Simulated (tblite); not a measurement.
Compound: C3F3P.
Bonds: F1–C2, C2–F3, C2–C4 (double), C4–F5, C4–C6, C6–P7 (triple).

Computed geometry: GFN2-xTB, gas phase.

(1) What internal coordinates does the optimisation give?

Results:

(1) 
```json
{"bond": "F1–C2", "length (bohr)": "2.509", "order": "single"}
{"bond": "C2–F3", "length (bohr)": "2.498", "order": "single"}
{"bond": "C2=C4", "length (bohr)": "2.536", "order": "double"}
{"bond": "C4–F5", "length (bohr)": "2.556", "order": "single"}
{"bond": "C4–C6", "length (bohr)": "2.632", "order": "single"}
{"bond": "C6≡P7", "length (bohr)": "2.944", "order": "triple"}
```

Orders are formal, as drawn. A selection of angles:
```json
{"angle": "F1–C2–F3", "degrees": "111.3"}
{"angle": "F1–C2–C4", "degrees": "122.7"}
{"angle": "F3–C2–C4", "degrees": "126.0"}
{"angle": "C2–C4–F5", "degrees": "118.1"}
{"angle": "C2–C4–C6", "degrees": "124.0"}
{"angle": "F5–C4–C6", "degrees": "117.8"}
{"angle": "C4–C6–P7", "degrees": "178.2"}
```

Torsions: F1–C2–C4–F5 180° (antiperiplanar).

The 2 C–C bonds span 1.342 Å (C2=C4, drawn double) to 1.393 Å (C4–C6, drawn single), a spread of 0.051 Å. The 3 C–F bonds span 1.322 Å (C2–F3, drawn single) to 1.353 Å (C4–F5, drawn single), a spread of 0.031 Å. The 7 heavy atoms lie in one plane (0.001 Å rms).

Point group: Cs (every atom within 0.08 Å of its image). Its GFN2-xTB frequencies are all real (lowest 79 cm⁻¹).
